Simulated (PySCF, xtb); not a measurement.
H₃O₃Si, SMILES [Si](O)(O)O (connectivity only; charge and spin as stated), charge +1, multiplicity 1.

The structure is a stationary point at TPSSh-D3(BJ)/def2-SVP. The multiplicity is an assumed one; other spin states were not compared. The isomer is the one that the SMILES or the coordinates give; other isomers of the formula were not compared. One conformer was computed; it need not be the lowest.

Calculation: C-PCM-PBE0/def2-SVP (PySCF).

The values are the electrostatic part of the solvation free energy, E(continuum) − E(gas) at the gas-phase geometry, in a cavity of scaled van der Waals radii (PySCF's table); cavitation and dispersion terms are not included. In vacuum the orbital gap is 9.38 eV.

```json
[
 {"solvent": "water", "ε": "78.36", "ΔG(elec) (kcal/mol)": "-67.4", "gap (eV)": "9.55"},
 {"solvent": "dichloromethane", "ε": "8.93", "ΔG(elec) (kcal/mol)": "___", "gap (eV)": "___"},
 {"solvent": "2-propanol", "ε": "19.26", "ΔG(elec) (kcal/mol)": "-64.6", "gap (eV)": "9.54"}
]
```

**Question.** Fill in the missing entries. (An estimate is asked for; the answer gives what the named calculation found.)

**Answer.** 
- dichloromethane, ΔG(elec) (kcal/mol): -60.5
- dichloromethane, gap (eV): 9.53

For comparison, GFN2-xTB/ALPB(water) (xtb, at the GFN2-xTB geometry, all terms of that model) gives -69.6 kcal/mol.
